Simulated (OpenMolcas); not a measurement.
## Multiconfigurational calculation on Rb

Input:

```
&GATEWAY
Coord
1

Rb 0.0 0.0 0.0
Basis=ANO-RCC-VQZP
Group=XYZ
NoMove
AngMom=0.0 0.0 0.0
AMFI
&SEWARD
* reference wave functions (RASSCF and RASSI steps not shown): 1 electron in 4 orbitals (5s 5p)
>>> COPY JOB001 $Project.JobIph
&CASPT2
Multistate=1 1
Frozen=8 6
IPEA=0.0
Imaginary=0.1
MaxIter=60
WThr=0.0 0.3 0.05
PrWF=0.5
NoMix
>>> COPY JOB002 $Project.JobIph
&CASPT2
XMultistate=3 1 2 3
Frozen=8 6
IPEA=0.0
Imaginary=0.1
MaxIter=60
WThr=0.0 0.3 0.05
PrWF=0.5
NoMix
```

Output, cut to the results:

```
--- CASPT2 ---
Orbital specifications:
      -----------------------

      Symmetry species                           1   2
                                                ag  au
      Frozen orbitals                            8   6
      Inactive orbitals                          1   3
      Active orbitals                            1   3
      Secondary orbitals                        27  23
      Deleted orbitals                           0   0
      Number of basis functions                 37  35
Type of calculation                        SS-CASPT2
      Fock operator                              state-specific
      IPEA shift                                 0.00
      Real shift                                 0.00
      Imaginary shift                            0.10
      The input orbitals will be transformed to quasi-canonical
Reference energy:       -2978.8812340106
      E2 (Non-variational):      -0.2086953772
      Shift correction:          -0.0002243532
      E2 (Variational):          -0.2089197304
      Total energy:           -2979.0901537410
      Residual norm:              0.0000000261
      Reference weight:           0.94278
      Contributions to the CASPT2 correlation energy
      Active & Virtual Only:          0.0000000000
      One Inactive Excited:          -0.0128502430
      Two Inactive Excited:          -0.1958451341
::    CASPT2 Root  1     Total energy:  -2979.09015374
--- CASPT2 ---
Orbital specifications:
      -----------------------

      Symmetry species                           1   2
                                                ag  au
      Frozen orbitals                            8   6
      Inactive orbitals                          1   3
      Active orbitals                            1   3
      Secondary orbitals                        27  23
      Deleted orbitals                           0   0
      Number of basis functions                 37  35
Type of calculation                        XMS-CASPT2
      Fock operator                              state-average
      IPEA shift                                 0.00
      Real shift                                 0.00
      Imaginary shift                            0.10
      The input orbitals will be transformed to quasi-canonical
      The input states will be rotated to diagonalize the Fock operator
Reference energy:       -2978.8318964112
      E2 (Non-variational):      -0.1999571215
      Shift correction:          -0.0001844612
      E2 (Variational):          -0.2001415826
      Total energy:           -2979.0320379939
      Residual norm:              0.0000003284
      Reference weight:           0.94778
      Contributions to the CASPT2 correlation energy
      Active & Virtual Only:         -0.0000000000
      One Inactive Excited:          -0.0038517991
      Two Inactive Excited:          -0.1961053223
Reference energy:       -2978.8318964112
      E2 (Non-variational):      -0.1999571215
      Shift correction:          -0.0001844612
      E2 (Variational):          -0.2001415826
      Total energy:           -2979.0320379938
      Residual norm:              0.0000003284
      Reference weight:           0.94778
      Contributions to the CASPT2 correlation energy
      Active & Virtual Only:         -0.0000000000
      One Inactive Excited:          -0.0038517991
      Two Inactive Excited:          -0.1961053223
::    XMS-CASPT2 Root  1     Total energy:  -2979.03203799
::    XMS-CASPT2 Root  2     Total energy:  -2979.03203799
::    XMS-CASPT2 Root  3     Total energy:  -2979.03203799
```

In XMS-CASPT2 the single-state energies belong to rotated reference states; over a whole degenerate manifold the rotation is arbitrary, and only the multistate roots count.

Levels above the lowest, from the spin-orbit matrix with the multistate effective Hamiltonian, averaged by term, added to it:

| Configuration | Term | J | E (cm-1) | Measured (cm-1) | g | Term weight % |
| --- | --- | --- | --- | --- | --- | --- |
| 5s | 2S | 1/2 | 0.0 | 0.0 | 2.002 | 100 |
| 5p | 2P* | 1/2 | 12665 | 12579 | 0.666 | 100 |
| 5p | 2P* | 3/2 | 12800 | 12817 | 1.334 | 100 |

Against the 2 measured excited levels shown (NIST Handbook of Basic Atomic Spectroscopic Data) the mean absolute deviation is 51 cm-1; the largest miss in energy is 5p 2P* 1/2: computed 12665, measured 12579 cm-1 (+0.7 %).

ANO sets are built for ground and valence states and can reach diffuse excited orbitals poorly. With one active electron, CASPT2 adds the correlation within the correlated inactive shells and between them and that electron, and leaves the splitting within a term as the reference gives it. Computed and measured levels are paired by configuration, term and J; levels that our copy of the source lacks, or whose pairing is in doubt (as where it misses far off the trend of its configuration), stay unpaired and out of the deviations. Levels of configurations outside the active space are missing.

The term weight is that of the spin-free term in the level, not the purity of its configuration. * marks odd parity.
